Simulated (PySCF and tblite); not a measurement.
Results of a calculation; reference values are marked as such.
2 diastereomers of C₁₁H₁₁ClGe₂OSi₃, numbered alike:

```json
{"isomer": "A", "SMILES": "[CH3:1][O:2][Si@H:3]1[C:4]#[C:5][GeH2:6][C:7]#[C:8][GeH2:9][C:10]#[C:11][SiH2:12][C:13]#[C:14][Si@H:15]([Cl:16])[C:17]#[C:18]1", "descriptors (one enantiomer)": "3R, 15S"}
{"isomer": "B", "SMILES": "[CH3:1][O:2][Si@H:3]1[C:4]#[C:5][GeH2:6][C:7]#[C:8][GeH2:9][C:10]#[C:11][SiH2:12][C:13]#[C:14][Si@@H:15]([Cl:16])[C:17]#[C:18]1", "descriptors (one enantiomer)": "3R, 15R"}
```

Each isomer is a Boltzmann average at 298.15 K over at most 3 conformers: GFN2-xTB geometries, energies PBE0/6-31G* (D3(BJ) added where defined), GFN2-xTB thermal terms. Programs: PySCF with density fitting and tblite.

Problem. Rank the isomers by free energy at 298.15 K.

Solution. 
```tsv
isomer	ΔG (kcal/mol)	ΔE, lowest conformer	conformers	largest weight %	rms dipole (D)
B	0.0	0.0	1	100	2.40
A	0.9	1.0	1	100	1.41
```

ΔG is for one enantiomer.

Problem. If they could interconvert freely, what would the mixture hold (chiral isomers as racemates)?

Solution. B 82 %, A 18 %. A racemate gains RT ln 2.

The conformer set may be incomplete (the search or the number kept was capped). At least one structure keeps an imaginary mode at the tight-binding level. The search found a single conformer for at least one isomer; other rotamers may be missing.
